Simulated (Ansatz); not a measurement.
Relaxation of a periodic cell of 17 atoms, LiSi16 (host Si, host structure diamond, interstitial Li), cell charge +1, to a largest force component of 0.03 eV/Å in at most 60 steps.

Level of theory: Ansatz 0.2.0, DFT PBEsol, scalar-relativistic, plane waves, PAW. Settings: PAW set soft_1, cutoff 420 eV, k mesh 2x2x2, gaussian smearing 0.02 eV, no spin polarisation.

```xyz
17
Lattice="0.0000 5.4300 5.4300 5.4300 0.0000 5.4300 5.4300 5.4300 0.0000" Properties=species:S:1:pos:R:3
Si 0.000 0.000 0.000
Si 1.357 1.357 1.357
Si 2.715 2.715 0.000
Si 4.072 4.072 1.357
Si 2.715 0.000 2.715
Si 4.072 1.357 4.072
Si 5.430 2.715 2.715
Si 6.787 4.072 4.072
Si 0.000 2.715 2.715
Si 1.357 4.072 4.072
Si 2.715 5.430 2.715
Si 4.072 6.787 4.072
Si 2.715 2.715 5.430
Si 4.072 4.072 6.787
Si 5.430 5.430 5.430
Si 6.787 6.787 6.787
Li 2.762 2.684 2.704
```

Problem. Where does it end, and by what steps?

Solution. The forces met the threshold. Limits of this set-up: PAW files made for another functional, charged cell in a uniform background, uncorrected. After 3 steps the energy has fallen by 0.116 eV; Li17 moved furthest, 0.05 Å.

| step | energy less start (eV) | largest force component (eV/Å) | accepted |
| --- | --- | --- | --- |
| 0 | 0.0000 | 0.627 | yes |
| 1 | -0.1106 | 0.103 | yes |
| 2 | -0.1154 | 0.032 | yes |
| 3 | -0.1157 | 0.001 | yes |

```xyz
17
Lattice="0.0000 5.4300 5.4300 5.4300 0.0000 5.4300 5.4300 5.4300 0.0000" Properties=species:S:1:pos:R:3
Si 0.003 -0.002 -0.001
Si 1.335 1.331 1.332
Si 2.718 2.713 -0.022
Si 4.100 4.096 1.332
Si 2.718 -0.023 2.715
Si 4.100 1.330 4.097
Si 5.454 2.713 2.714
Si 6.781 4.080 4.081
Si -0.019 2.713 2.714
Si 1.336 4.095 4.097
Si 2.718 5.449 2.714
Si 4.084 6.777 4.081
Si 2.718 2.713 5.451
Si 4.084 4.080 6.778
Si 5.432 5.428 5.429
Si 6.781 6.777 6.778
Li 2.718 2.713 2.714
```

Whether the end is a true minimum wasn't checked by a vibrational analysis.

Run time: 12 s on 1 thread of Intel(R) Xeon(R) 6975P-C (Granite Rapids), on a shared host, peak memory 0.56 GiB.
